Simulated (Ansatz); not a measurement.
System: H3GeNO, charge 0, singlet. H3GeNO (SMILES [NH2][Ge][OH]).
B3LYP-D3(BJ)/def2-TZVP minimum from Ansatz (a program for electronic structure):
```xyz
6

Ge    -0.2149     0.0489     0.4021
O      0.7971     1.2837    -0.4446
H      1.1841     1.0269    -1.2893
N     -0.0816    -1.3313    -0.8117
H      0.4300    -1.3276    -1.6832
H     -0.5434    -2.2147    -0.6540
```

Total energies in cc-pVDZ, 18 correlated electrons, 16 frozen orbitals. UHF or UKS for unpaired electrons; spin-orbit terms are left out. Correlated methods leave the cores frozen (noble-gas shells, and filled d and f shells in the p block). No relativity.

```csv
method,program,energy (Eh),minus CCSDT(Q) (mEh)
HF,Ansatz,-2206.43236,482.28
MP2,Ansatz,-2206.87661,38.03
CCSD,Ansatz,-2206.89965,14.99
CCSD(T),Ansatz,-2206.91230,2.33
CCSDT(Q),Ansatz,-2206.91464,0.00
```

Rough core times of Ansatz's runs on a shared machine: CCSD(T) under 20 s, CCSDT(Q) 90 s.
